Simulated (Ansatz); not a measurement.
Level of theory: PBE0-D4/def2-TZVP (Ansatz, a quantum-chemistry and plane-wave program). No frequencies were computed at this level.

Ansatz 0.2 input:
```yaml
crystal:
  periodic: [false, false, false]
  atoms:
    - { symbol: O, position_ang: [0.882921, -0.670854, -0.073862] }
    - { symbol: B, position_ang: [-0.048934, 0.294361, 0.026229] }
    - { symbol: O, position_ang: [-1.36212, 0.051093, 0.021134] }
    - { symbol: F, position_ang: [0.340325, 1.570557, 0.143264] }
    - { symbol: H, position_ang: [1.792487, -0.374747, -0.056574] }
    - { symbol: H, position_ang: [-1.604679, -0.870409, -0.060189] }
basis:
  gaussian: { orbitals: def2-tzvp }
hamiltonian:
  xc: pbe0
  dispersion: d4
relax:
  max_steps: 150
```

Output:

```
Functional definition: PBE0
715 factors; their error is unknown
mean field evaluation 1: about -7512.8492 eV, gradient 6.9e1 eV
mean field evaluation 2: about -7506.5960 eV, gradient 9.2e1 eV
mean field evaluation 4: about -7519.8682 eV, gradient 3.3e0 eV
mean field evaluation 8: about -7519.9017 eV, gradient 2.1e-2 eV
mean field -7519.90168247 eV, -276.3512896585 hartree, gradient 2.2e-5 eV, S^2 0.000000; 0 other end points of the search recorded, 0 dependent functions left out
reference -7519.90170748 eV, -276.3512905773 hartree; 16, 16 occupied and 120, 120 virtual orbitals, 715 factors
relax step   1: F+E_penalty+E_count = -7519.95781594 eV  Δ(F+E_penalty+E_count) = +0.000e0 eV  max|allowed force component| = 7.756e-1 eV/Å  Δτ_max = 0.0000 Å  (25 SCF iters, accepted)
these checks for a lower state are left out or cut short: starts, cluster_reference, orbital_swaps, neighbouring_geometries, increment
715 factors; their error is unknown
mean field evaluation 16: about -7519.8909 eV, gradient 1.1e0 eV
mean field -7519.91296296 eV, -276.3517042086 hartree, gradient 1.5e-5 eV, S^2 0.000000; 0 other end points of the search recorded, 0 dependent functions left out
reference -7519.91298795 eV, -276.3517051269 hartree; 16, 16 occupied and 120, 120 virtual orbitals, 715 factors
relax step   2: F+E_penalty+E_count = -7519.96906826 eV  Δ(F+E_penalty+E_count) = -1.125e-2 eV  max|allowed force component| = 4.452e-1 eV/Å  Δτ_max = 0.0077 Å  (32 SCF iters, accepted)
these checks for a lower state are left out or cut short: starts, cluster_reference, orbital_swaps, neighbouring_geometries, increment
715 factors; their error is unknown
mean field -7519.91767578 eV, -276.3518774018 hartree, gradient 1.5e-5 eV, S^2 0.000000; 0 other end points of the search recorded, 0 dependent functions left out
reference -7519.91770074 eV, -276.3518783189 hartree; 16, 16 occupied and 120, 120 virtual orbitals, 715 factors
relax step   3: F+E_penalty+E_count = -7519.97377551 eV  Δ(F+E_penalty+E_count) = -4.707e-3 eV  max|allowed force component| = 2.129e-1 eV/Å  Δτ_max = 0.0178 Å  (30 SCF iters, accepted)
these checks for a lower state are left out or cut short: starts, cluster_reference, orbital_swaps, neighbouring_geometries, increment
715 factors; their error is unknown
mean field evaluation 32: about -7519.9193 eV, gradient 2.9e-1 eV
mean field -7519.91935413 eV, -276.3519390798 hartree, gradient 1.6e-5 eV, S^2 0.000000; 0 other end points of the search recorded, 0 dependent functions left out
reference -7519.91937907 eV, -276.3519399962 hartree; 16, 16 occupied and 120, 120 virtual orbitals, 715 factors
relax step   4: F+E_penalty+E_count = -7519.97547198 eV  Δ(F+E_penalty+E_count) = -1.696e-3 eV  max|allowed force component| = 1.208e-1 eV/Å  Δτ_max = 0.0185 Å  (30 SCF iters, accepted)
these checks for a lower state are left out or cut short: starts, cluster_reference, orbital_swaps, neighbouring_geometries, increment
715 factors; their error is unknown
mean field -7519.92024352 eV, -276.3519717644 hartree, gradient 1.6e-5 eV, S^2 0.000000; 0 other end points of the search recorded, 0 dependent functions left out
reference -7519.92026844 eV, -276.3519726803 hartree; 16, 16 occupied and 120, 120 virtual orbitals, 715 factors
relax step   5: F+E_penalty+E_count = -7519.97637810 eV  Δ(F+E_penalty+E_count) = -9.061e-4 eV  max|allowed force component| = 1.896e-2 eV/Å  Δτ_max = 0.0066 Å  (31 SCF iters, accepted)
these checks for a lower state are left out or cut short: starts, cluster_reference, orbital_swaps, neighbouring_geometries, increment
715 factors; their error is unknown
mean field -7519.92024781 eV, -276.3519719219 hartree, gradient 1.6e-5 eV, S^2 0.000000; 0 other end points of the search recorded, 0 dependent functions left out
reference -7519.92027273 eV, -276.3519728378 hartree; 16, 16 occupied and 120, 120 virtual orbitals, 715 factors
relax step   6: F+E_penalty+E_count = -7519.97638263 eV  Δ(F+E_penalty+E_count) = -4.530e-6 eV  max|allowed force component| = 3.508e-3 eV/Å  Δτ_max = 0.0005 Å  (32 SCF iters, accepted)
715 factors; their error is unknown
mean field evaluation 64: about -7519.9202 eV, gradient 3.0e-1 eV
mean field -7519.92024781 eV, -276.3519719219 hartree, gradient 1.6e-5 eV, S^2 0.000000; 1 other end points of the search recorded, 0 dependent functions left out
reference -7519.92027273 eV, -276.3519728378 hartree; 16, 16 occupied and 120, 120 virtual orbitals, 715 factors
Total energy: -7519.97640755 eV, -276.3540357545 hartree
Atom 0 at     0.869704    -0.690322    -0.075115 Å, force     0.003505    -0.000264    -0.000142 eV/Å
Atom 1 at    -0.046930     0.309503     0.029467 Å, force    -0.000304     0.000919     0.000054 eV/Å
Atom 2 at    -1.374731     0.056498     0.022288 Å, force     0.000961     0.000723     0.000061 eV/Å
Atom 3 at     0.345246     1.578369     0.142952 Å, force     0.000135    -0.000619    -0.000052 eV/Å
Atom 4 at     1.775890    -0.374573    -0.056951 Å, force    -0.003508     0.000015     0.000110 eV/Å
Atom 5 at    -1.569179    -0.879473    -0.062639 Å, force    -0.000790    -0.000775    -0.000031 eV/Å
Dipole moment:     0.219909    -0.329286    -0.033469 e Å
```

Cost: roughly 19 core-seconds.
